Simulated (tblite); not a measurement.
Compound: C₈H₁₆BN.
Structure used (GFN2-xTB), in Å, numbered top down from 1:
```xyz
26
C8H16BN angstrom
C      3.6543   -1.5716    0.5622
C      2.4213   -0.8161    0.5364
C      1.4020   -0.1835    0.5278
C      0.1757    0.5897    0.4879
C      0.2361    1.7900   -0.4671
C     -1.2272    2.1509   -0.7801
B     -2.1476    0.9574   -0.1380
N     -1.0026   -0.2066    0.0742
C     -0.7532   -0.9056   -1.1838
C     -1.3623   -1.1789    1.0981
H      3.9358   -1.7943    1.5912
H      4.4522   -0.9961    0.0939
H      3.5317   -2.5086    0.0188
H     -0.0457    0.9630    1.4943
H      0.7805    2.6071    0.0081
H      0.7892    1.5185   -1.3693
H     -1.4696    3.1215   -0.3485
H     -1.3555    2.2617   -1.8579
H     -2.5580    1.2214    0.9520
H     -2.9910    0.5108   -0.8499
H      0.1011   -1.5819   -1.0919
H     -0.5603   -0.1829   -1.9702
H     -1.6392   -1.4751   -1.4560
H     -2.2756   -1.6912    0.8017
H     -0.5618   -1.9106    1.2406
H     -1.5514   -0.6661    2.0388
```

All values are computed: GFN2-xTB (tblite) harmonic vibrations without scaling, gas phase. The method is semi-empirical: single wavenumbers can be off by several per cent or more. Modes of hydrogen on boron can be 10 to 20 % off. One conformer, not necessarily the lowest. The optimisation stopped once no atom felt more than 0.01 eV/Å.

Lowest wavenumbers of the output (negative numbers stand for imaginary wavenumbers):
```
mode    cm-1
  1     -28.8
  2      70.4
  3      80.5
  4      97.7
  5     178.8
  6     225.2
  7     244.5
  8     266.4
  9     277.7
 10     282.9
```

Is this structure a minimum?

Not by this Hessian. 1 mode is imaginary beyond 20i (29i cm⁻¹), so at this level the point lies at or near a first-order saddle. The curvature is small, so loose convergence or finite differences may be the whole cause.

Which atoms move in the imaginary mode?

29i: H11 (methyl hydrogen) 33 %, H13 (methyl hydrogen) 33 %, H12 (methyl hydrogen) 33 %. These are shares of the mass-weighted motion.

What is the remedy?

Step along that mode in both directions, optimise again with tighter thresholds and repeat the frequencies. The zero-point energy of this point (141.5 kcal/mol) counts the 71 real modes alone, and thermal corrections from it aren't those of a minimum.
